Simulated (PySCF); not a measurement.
Question: What does the PBE0-D3(BJ)/def2-SVP structure of `F[SiH2]C(F)(F)Cl` look like in three dimensions?

Answer: 
```
atom  x, y, z in Å
F1     1.083    1.498   -1.027
Si2    0.934    0.324    0.076
C3    -0.828   -0.430   -0.084
F4    -1.049   -0.982   -1.283
F5    -0.978   -1.397    0.840
Cl6   -2.063    0.825    0.204
H7     1.060    0.891    1.439
H8     1.920   -0.745   -0.221
```

Orientation and origin are arbitrary. Atoms count from 1 in this order. Si2 (fluorine-bound silicon) is distorted tetrahedral (angles from 107.7° to 113.8°).

Bonds between heavy atoms (Å): F1–Si2 1.618, Si2–C3 1.922, C3–F4 1.338, C3–F5 1.345, C3–Cl6 1.785.

Level of theory: PBE0-D3(BJ)/def2-SVP geometry optimisation, gas phase (PySCF 2.14.0).

Point group: C1 (no symmetry element, even within 0.4 Å). No frequency check. One conformer, not necessarily the lowest (F1–Si2–C3–F4 62°).

The run took 31 s on one thread, Arm Neoverse V1 (aarch64), no GPU, shared host, and the process peaked at 0.42 GiB of memory. That covers the optimisation of the geometry.
